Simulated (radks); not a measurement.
The numbers below are computed, except where a source is named.
Removal energies from the barium ion Ba8+, [Kr] 4d10 5s2, by Delta-SCF beside the eigenvalue of the level emptied. Level of theory: Dirac Kohn-Sham, BLYP, spin-unpolarised, spherical densities, finite nucleus; Fermi nuclear charge, rms radius of each element as measured or else 0.836 A^(1/3) + 0.57 fm (a radial shooting solver on a logarithmic mesh with Libxc functionals). Sub-shells are occupied by j as written (lower j first in brackets).

| removed from | final configuration | Delta-SCF (eV) | -eigenvalue (eV) |
|---|---|---|---|
| 5s1/2 | [Kr] 4d10 5s1 | 132.28 | 124.66 |
| 4d5/2 | [Kr] 4d(3/2: 4, 5/2: 5) 5s2 | 203.77 | 190.76 |
| 4d3/2 | [Kr] 4d(3/2: 3, 5/2: 6) 5s2 | 206.58 | 193.47 |
| 4p3/2 | [Ar] 3d10 4s2 4p(1/2: 2, 3/2: 3) 4d10 5s2 | 292.95 | 279.06 |
